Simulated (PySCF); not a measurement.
A calculated (TPSSh, PySCF 2.14, ANO-RCC-VTZP, scalar relativity by spin-free X2C-1e) atom or ion has these occupied shells.

```tsv
shell	electrons	orbital energy (eV)	rms radius, mean of both spins (bohr)
1s α	1	-57324.3	0.0231
1s β	1	-57324.3	0.0231
2s α	1	-9671.8	0.0935
2s β	1	-9671.7	0.0935
2p α	3	-8576.4	0.0843
2p β	3	-8576.4	0.0843
3s α	1	-2202.4	0.240
3s β	1	-2201.2	0.240
3p α	3	-1866.4	0.241
3p β	3	-1865.1	0.241
3d α	5	-1435.7	0.221
3d β	5	-1434.5	0.221
4s α	1	-466.28	0.540
4s β	1	-463.13	0.540
4p α	3	-354.93	0.574
4p β	3	-351.72	0.574
4d α	5	-202.98	0.628
4d β	5	-199.54	0.628
5s α	1	-84.187	1.31
5s β	1	-82.800	1.31
5p α	3	-57.017	1.53
5p β	3	-56.003	1.53
4f α	7	-37.858	0.877
4f β	4	-35.869	0.877
```

Question: Name the element and its charge.

Answer: Er³⁺ (erbium, charge +3), in [Xe] 4f11, one real determinant.
